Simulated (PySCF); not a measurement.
C8H6N2S, SMILES c1csc(-c2cncnc2)c1.

Coordinates come from a r2SCAN-D4/def2-SVP optimisation. One conformer was computed; it need not be the lowest.

Calculation: TDA-PBE/def2-SVP (PySCF).

Vertical excitations. Gas-phase values at a fixed geometry.

Computed excitation energies, oscillator strengths and character:
| state | energy (eV) | λ (nm) | f | main pairs |
|---|---|---|---|---|
| S1 | 3.21 | 386 | 0.005 | HOMO→LUMO 82 %, HOMO−1→LUMO 18 % |
| S2 | 3.69 | 336 | 0.005 | HOMO→LUMO+1 97 % |
| S3 | 3.98 | 311 | 0.010 | HOMO−1→LUMO+1 92 % |
| S4 | 4.26 | 291 | 0.324 | HOMO−1→LUMO 53 %, HOMO−2→LUMO+1 15 %, HOMO→LUMO 11 %, HOMO−2→LUMO 8 % |
| S5 | 4.46 | 278 | 0.071 | HOMO−2→LUMO+1 82 % |
| S6 | 4.52 | 274 | 0.009 | HOMO−3→LUMO 94 % |
| S7 | 4.59 | 270 | 0.086 | HOMO−2→LUMO 70 % |
| S8 | 4.78 | 260 | 0.079 | HOMO→LUMO+2 63 %, HOMO−1→LUMO+2 15 %, HOMO−3→LUMO+1 14 % |
| S9 | 5.14 | 241 | 0.009 | HOMO−3→LUMO+1 82 % |
| S10 | 5.23 | 237 | 0.069 | HOMO−1→LUMO+2 46 %, HOMO−4→LUMO 34 %, HOMO→LUMO+2 7 % |
| T1 | 2.88 | 431 | 0 | HOMO→LUMO 52 %, HOMO−1→LUMO 46 % |
| T2 | 3.13 | 396 | 0 | HOMO−1→LUMO 52 %, HOMO→LUMO 47 % |
| T3 | 3.22 | 385 | 0 | HOMO→LUMO+1 97 % |
| T4 | 3.47 | 358 | 0 | HOMO−1→LUMO+1 97 % |
Triplets are in the Tamm–Dancoff approximation.
